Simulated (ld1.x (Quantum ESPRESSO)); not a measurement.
zinc (Zn): one change to an RRKJ potential, before and after

zinc (Zn), norm-conserving RRKJ (Kleinman–Bylander form), made with ld1.x (Quantum ESPRESSO) 7.5 (LDA (PZ), fully relativistic). Core [Ar], reference 3d10 4s1.75 4p0.25. Waves: 4s (bound): rc 1.95 bohr; 3d (bound): rc 1.25 bohr; 4p (bound): rc 2.85 bohr. Local part: the p channel. Core correction: Bessel-smoothed model core, default radius (core density twice the valence density). rho0 = 0.001.

Open shells are filled in proportion to 2j + 1 (rel_dist='average').

All-electron outer shells of the reference configuration (LDA (PZ), scalar-relativistic, ld1.x):

```csv
shell,level (eV),outermost node (bohr),outermost maximum (bohr)
3s,-129.23,0.28,0.59
3p,-83.86,0.25,0.59
3d,-11.01,–,0.56
4s,-6.62,0.85,2.06
4p,-1.54,0.92,3.00
```

Change: all radii but the core radius scaled by about 0.91 (s 1.76, p 2.58, d 1.14 bohr).

Cutoffs: the cutoffs (Ry, on a coarse ladder) from which the occupation-weighted sum of valence levels, in a spherical-Bessel basis at the reference potential, stays within 10 and 1 mRy of its value at 400 Ry; they do not see the model core or the augmentation charge, which bear on the density cutoff. Errors are all-electron minus pseudo energies relative to the spin-unpolarised reference configuration.

Task: What does the change do?

Result: The potential gets harder (120 Ry and 180 Ry → 140 Ry and 230 Ry); both files keep a bound ghost (s); of the 7 tests that both files solve, the error grows in 4 and shrinks in 0 by more than 15 % and 0.3 meV (median size 6.1 → 7.4 meV). A smaller radius makes the pseudo-wave follow the all-electron one further in, where it bends more sharply, so more plane waves are needed. That the errors move this way runs against the usual rule that smaller radii transfer better.

```csv
quantity,base,changed
"cutoff, loose",120 Ry,140 Ry
"cutoff, tight",180 Ry,230 Ry
loose cutoff by channel (10 mRy a level),"s 12 Ry, d 110 Ry, p 6 Ry","s 12 Ry, d 140 Ry, p 6 Ry"
bound ghosts,s,s
"error for 3d10 4s2 4p0, meV [ΔE -1.26 eV]",+0.1,0.0
"error for 3d10 4s1 4p0, meV [ΔE 8.93 eV]",-6.1,-7.4
"error for 3d10 4s0 4p0, meV [ΔE 27.70 eV]",-37,-44
"error for 3d10 4s0 4p2, meV [ΔE 9.49 eV]",-0.2,-6.0
"error for 3d9 4s0 4p0, meV [ΔE 68.59 eV]",-458,-471
"error for 3d8 4s0 4p0, meV [ΔE 130.74 eV]",-2057,-2250
"error for 3d10 4s1 4p1, meV [ΔE 3.93 eV]",-0.9,-1.8
```

Base: These tests converged, but a pseudo level misses the all-electron one widely, so the file describes the atom poorly there or has found another state: 3d8 4s0 4p0: empty 4s by 5.9 eV (a node warning on the way). Changed file: These tests converged, but a pseudo level misses the all-electron one widely, so the file describes the atom poorly there or has found another state: 3d8 4s0 4p0: empty 4s by 7.8 eV. A true bound ghost makes a file unfit for plane-wave use even where its test errors are small: the radial tests pick states by their node count and pass the ghost by.
